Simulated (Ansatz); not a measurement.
Reaction (substitution at a C–C bond): `CC(C)CS` + `[OH][MgH]` → `CC(C)[O][MgH]` + CH₃SH

Calculated with Ansatz (gas phase, PBE0-D4/def2-TZVP geometries, no zero-point term in ΔE). CCSD(T)/CBS is the MP2 limit (def2-TZVPP, def2-QZVPP) plus CCSD(T) − MP2 in def2-TZVPP, frozen cores. This one scheme is used for every species. Functionals use def2-TZVPP. B3LYP here is the variant with VWN-RPA as its local correlation; programs differ in this. For Mg outer-core shells are correlated without core-valence functions, which leaves a few kJ/mol of doubt a bond. Each species was taken in one conformer, which may not be the lowest.

Question: Is it downhill or uphill in electronic energy at CCSD(T)/CBS, and by how much? (Best estimate.)

Answer: Ansatz gave: Uphill: ΔE = +0.42 eV.

Question: What do these levels give: r2SCAN-D4, PBE0-D4, ωB97X-V, B3LYP, CCSD(T)/def2-TZVPP, HF/CBS(def2)? (An estimate is asked.)

Answer: Ansatz gave: r2SCAN-D4 0.35, PBE0-D4 0.38, ωB97X-V 0.36, B3LYP 0.25, CCSD(T)/def2-TZVPP 0.40, HF/CBS(def2) 0.20 eV.

Largest T1 diagnostic among the species: 0.011.

The D4 term adds +0.07 eV with B3LYP and +0.04 eV with PBE0; it sums over pairs of atoms, weighted by their polarisabilities, and B3LYP, whose exchange is more repulsive, gets the larger term. In def2-TZVPP, CCSD(T) changes the Hartree–Fock value by +0.19 eV (the triples alone add +0.02 eV) and MP2 by +0.29 eV.
